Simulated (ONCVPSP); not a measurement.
# LDA (Perdew-Zunger) ONCV dataset for osmium, scalar-relativistic all-electron reference.

* Element: osmium (Os)
* Generator: ONCVPSP 4.0.1
* Type: optimised norm-conserving Vanderbilt (ONCV)
* Functional: LDA (Perdew-Zunger)
* Relativity: scalar-relativistic
* Frozen core: [Kr] 4d10 4f14 5s2
* Valence charge: 14
* Reference configuration: 5p6 5d6 6s1.5 (charge +0.5)
* Partial waves: 6s: rc 2.50 bohr, ncon 4, nbas 9, qcut 2.7 1/bohr, 2 projectors, debl 1.9 Ha; 5p: rc 1.60 bohr, ncon 4, nbas 9, qcut 9.4 1/bohr, 3 projectors, debl 3.6 Ha; 5d: rc 1.45 bohr, ncon 5, nbas 10, qcut 6.8 1/bohr, 1 projector; f scattering state at 0.04 Ha: rc 2.40 bohr, ncon 4, nbas 7, qcut 4.8 1/bohr, 3 projectors, debl 1.1 Ha
* Local potential: polynomial inside 0.95 bohr (lpopt 4, dvloc0 6 Ha)
* Core correction: polynomial model core, fcfact 0.25

All-electron outer shells of the reference configuration (LDA (Perdew-Zunger), scalar-relativistic, ld1.x):

| shell | level (eV) | outermost node (bohr) | outermost maximum (bohr) |
| --- | --- | --- | --- |
| 4f | -56.21 | – | 0.40 |
| 5p | -54.98 | 0.55 | 1.03 |
| 5d | -10.30 | 0.60 | 1.36 |
| 6s | -9.84 | 1.20 | 2.42 |

(1) Estimate the cutoffs (Ha) at which the residual kinetic energy of the hardest occupied pseudo-wave falls to 1 and 0.1 mHa per electron.

(2) What does a ghost test show?

(3) Which valence shell sets the plane-wave cutoff?

(4) Tests: 5p6 5d6 6s2; 5p6 5d6 6s1; 5p6 5d6 6s0; 5p6 5d6 6s1 6p1. Which has the largest error in its energy relative to the reference configuration, and how large is it?

Results:

(1) 28 Ha and 33 Ha.

(2) Ghosts flagged at negative energy: s at -114.1 eV, f at -138.3 eV; GHOST(+) flags only above 600 eV. A true bound ghost makes a file unfit for plane-wave use.

(3) 5p: 28 Ha for 1 mHa per electron, against 16 Ha for 5d.

(4) 5p6 5d6 6s0, with -26 meV (all-electron minus pseudo) on +23.10 eV.
